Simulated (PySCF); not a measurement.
Charge on either side of a bond

Species: C6H8N2O.
SMILES with atom numbers: `[CH3:1][C:2](=[O:3])/[N:4]=[CH:5]/[C:6]#[C:7][CH2:8][NH2:9]` (hydrogens: H10, H11, H12 on C1; H13 on C5; H14, H15 on C8; H16, H17 on N9)

Cartesian coordinates in Å at the GFN2-xTB level; atoms count from 1:
```xyz
17
C6H8N2O angstrom
C      3.3944    1.0771   -0.2970
C      2.5670    0.0841   -1.0884
O      2.9229   -0.4132   -2.1313
N      1.3117   -0.0474   -0.5866
C      0.6930   -0.9959   -0.0351
C     -0.6676   -0.8830    0.3115
C     -1.8422   -0.8518    0.5851
C     -3.2308   -0.6563    0.9699
N     -3.5007    0.6577    1.5330
H      3.2150    0.9728    0.7701
H      4.4460    0.9295   -0.5253
H      3.1067    2.0818   -0.6010
H      1.1704   -1.9459    0.2335
H     -3.5160   -1.4130    1.7090
H     -3.8637   -0.7856    0.0849
H     -2.9303    0.8157    2.3570
H     -3.2828    1.3854    0.8605
```

Atomic charges (e) from the PBE0/pcSseg-1 density (PySCF):

| atom | Mulliken | IAO | Hirshfeld | ESP-fitted |
| --- | --- | --- | --- | --- |
| C1 | -0.2744 | -0.4781 | -0.1258 | -0.6997 |
| C2 | +0.3421 | +0.4513 | +0.1835 | +0.8018 |
| O3 | -0.3796 | -0.4506 | -0.2751 | -0.5391 |
| N4 | -0.3916 | -0.2437 | -0.1136 | -0.4822 |
| C5 | +0.0224 | +0.0455 | +0.0744 | +0.3729 |
| C6 | +0.0442 | -0.0786 | -0.0646 | -0.1776 |
| C7 | -0.0924 | -0.0207 | -0.0210 | -0.2302 |
| C8 | -0.0303 | -0.1639 | -0.0060 | +0.4621 |
| N9 | -0.4412 | -0.5567 | -0.2288 | -1.0265 |
| H10 | +0.1219 | +0.1548 | +0.0452 | +0.1851 |
| H11 | +0.1380 | +0.1675 | +0.0535 | +0.1886 |
| H12 | +0.1513 | +0.1762 | +0.0592 | +0.2064 |
| H13 | +0.1222 | +0.1446 | +0.0627 | +0.0549 |
| H14 | +0.1545 | +0.1726 | +0.0617 | +0.0359 |
| H15 | +0.1587 | +0.1766 | +0.0649 | +0.0463 |
| H16 | +0.1756 | +0.2506 | +0.1141 | +0.4003 |
| H17 | +0.1786 | +0.2528 | +0.1157 | +0.4009 |

Cut each of the bonds C1–C2, C2–N4, N4–C5, C6–C5, C7–C6, C8–C7 and N9–C8 in turn and sum the charges on the side of the atom named first.

In e; the other side holds the opposite charge:

```
bond cut   piece  atoms  Mulliken     IAO  Hirshfeld  ESP-fitted
   C1–C2     CH3      4    +0.137  +0.020     +0.032      -0.120
   C2–N4   C2H3O      6    +0.099  +0.021     -0.060      +0.143
   N4–C5  C2H3NO      7    -0.292  -0.223     -0.173      -0.339
   C6–C5   C3H4N      8    +0.148  +0.033     +0.036      -0.089
   C7–C6   C2H4N      7    +0.104  +0.111     +0.101      +0.089
   C8–C7    CH4N      6    +0.196  +0.132     +0.122      +0.319
   N9–C8     NH2      3    -0.087  -0.053     +0.001      -0.225
```

Extremes among these pieces. Mulliken: lowest C2H3NO at N4, highest CH4N at C8; IAO: lowest C2H3NO at N4, highest CH4N at C8; Hirshfeld: lowest C2H3NO at N4, highest CH4N at C8; ESP-fitted: lowest C2H3NO at N4, highest CH4N at C8.

Do the schemes agree better on the pieces than on the single atoms at the cuts?

The spread between schemes averages 0.187 e for the pieces and 0.488 e for the atoms named first; it is smaller for the piece at 6 of the 7 cuts. On average they agree better on the pieces. The sign differs between schemes (beyond ±0.03 e) for CH3 at C1, C2H3O at C2 and C3H4N at C6.

Geometry: GFN2-xTB, one conformer, isolated molecule.

The run behind these numbers computed NMR shieldings as well. Time: 29 s wall; peak memory 0.82 GiB. Hardware: an Arm Neoverse V1 with one thread, no GPU, on a shared host.
